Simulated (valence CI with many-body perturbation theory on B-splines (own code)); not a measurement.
The numbers below are computed, except where a source is named.
# Zr IX: what each term of the Hamiltonian does

Level of theory: configuration interaction combined with many-body perturbation theory (CI+MBPT): four valence electrons over a frozen Dirac-Fock core [Ar] 3d10, a basis of 11 s, 11 p, 9 d, 7 f, 5 g, 2 h, 1 i functions for each j, with the one-electron correlation potential Σ1, the two-electron term Σ2, the three-electron term Σ3, Breit, model QED; selected CI, second order for the rest, scaled by the run's own slope (own B-spline code, finite nucleus).

No measured spectrum was set against this ion. As an estimate, levels hold to about 250 cm⁻¹ or 0.2 % of their energy and the worst to 1 %, as in measured heavy ions of charge 2 to 7; those with d or f electrons hold less well. Among the levels kept, up to 350 cm⁻¹ of a level comes from second order outside the variational space, and about a tenth of that is noise between levels of different J, which matters for small intervals.

Each rung adds one term. CI alone is the Dirac-Coulomb CI over the frozen core; QED comes last and gives the full result, which names the levels. Energies are above 4s²4p² ³P_0 on the same rung, in cm⁻¹.

Names give the largest LS component (configuration and term), which can be under half, so a name can repeat, a term be missing and a line seem to break the LS rules; names also repeat where a configuration has a term twice.

```
        Level  CI alone
  4s²4p² ³P_1     11104
  4s²4p² ³P_2     18779
  4s²4p² ¹D_2     39638
  4s²4p² ¹S_0     67010
  4s4p³ ⁵S°_2    159512
  4s4p³ ³D°_1    205467
  4s4p³ ³D°_2    205809
  4s4p³ ³D°_3    210026
  4s4p³ ³P°_0    233772
  4s4p³ ³P°_1    235255
  4s4p³ ³P°_2    237021
  4s4p³ ¹D°_2    264146
  4s4p³ ³S°_1    287624
  4s4p³ ¹P°_1    308009
4s²4p4d ³F°_2    315789
4s²4p4d ³F°_3    322997
```

(1) What do these energies become with core correlation, Breit and QED?

(2) How does the ionisation energy move along the ladder, and which term matters most?

## Answers

(1) 4s²4p² ³P_1 11350 (+247); 4s²4p² ³P_2 18978 (+199); 4s²4p² ¹D_2 39808 (+170); 4s²4p² ¹S_0 66714 (-296); 4s4p³ ⁵S°_2 163458 (+3946); 4s4p³ ³D°_1 207756 (+2290); 4s4p³ ³D°_2 208146 (+2338); 4s4p³ ³D°_3 212480 (+2455); 4s4p³ ³P°_0 235398 (+1626); 4s4p³ ³P°_1 236875 (+1620); 4s4p³ ³P°_2 238711 (+1690); 4s4p³ ¹D°_2 264579 (+433); 4s4p³ ³S°_1 282658 (-4966); 4s4p³ ¹P°_1 304348 (-3661); 4s²4p4d ³F°_2 317695 (+1907); 4s²4p4d ³F°_3 325032 (+2034).

(2) CI alone 152.71, + Σ1 153.66, + Σ2 153.51, + Σ3 153.47, + Breit 153.38, + QED 153.39 eV. The largest step is Σ1, 0.95 eV. NIST lists 153 ± 2.2 eV (theoretical).
